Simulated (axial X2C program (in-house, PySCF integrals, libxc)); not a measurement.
**What spin–orbit coupling does to RuSe**

Calculated with an axial X2C code built on PySCF integrals. Spin-free means the one-electron spin-free X2C Hamiltonian; two-component (2c) means X2C with spin–orbit coupling and atomic mean-field two-electron Coulomb and Gaunt terms, so the difference of the two also holds small scalar two-electron terms. Basis: Ru dyall-cv3z [12s12p8d5f3g], Se dyall-cv3z [8s9p6d4f1g] (cores contracted in-house); Gaussian nuclei, density fitting, unrestricted open shells. Masses: Ru 101.904 u, Se 79.917 u.

Spin-free state: M_S = 2, Λ = 2 (beyond evenly filled blocks: σα, π+α, π-α, δ+α, δ+β, δ-α); fragments Ru + Se.

```json
{"level": "PBE", "Re (Å)": "2.224", "ωe (cm⁻¹)": "341.1", "De (eV)": "4.096", "μ (D)": "-3.14"}
```

Dipoles are positive if Se is the positive end.

Two-component determinant lowest at the distance of the search:

Ω = 4 (⟨Sz⟩ = 2.00, ⟨Lz⟩ = 2.00 at PBE); fragments Ru + Se.

```tsv
level	Re (Å)	ωe (cm⁻¹)	μ (D)
PBE	2.225	340.2	-3.14
```

**Question.** From the two tables, how do the constants change at the PBE level (2c against spin-free)?

**Answer.** At the PBE level Re increases by 0.001 Å and ωe falls by 0.9 cm⁻¹.

The state is a single determinant with fixed occupations, the lowest that a limited PBE0 search found. De is counted from the lowest determinant-based energies of the atoms at the same level, without counterpoise correction. De is not given where an atomic determinant may have missed its ground term or J level, or where the truncated virtual space spoils (T). Density functionals use the spin component along the axis (collinear). PBE0 can misorder states that lie within some tenths of an eV, so this need not be the ground state of the molecule. The nearest other spin-free determinant of the search, M_S = 2, Λ = 0, lies 0.39 eV up at the distance of the search. The functionals have no current-density term, which raises determinants with orbital currents, atoms included. With several unpaired electrons one determinant need not be a pure state. Open-shell Ω = 0 determinants with evenly filled partner blocks cannot be reached by this program, so the Ω shown need not be the lowest component.
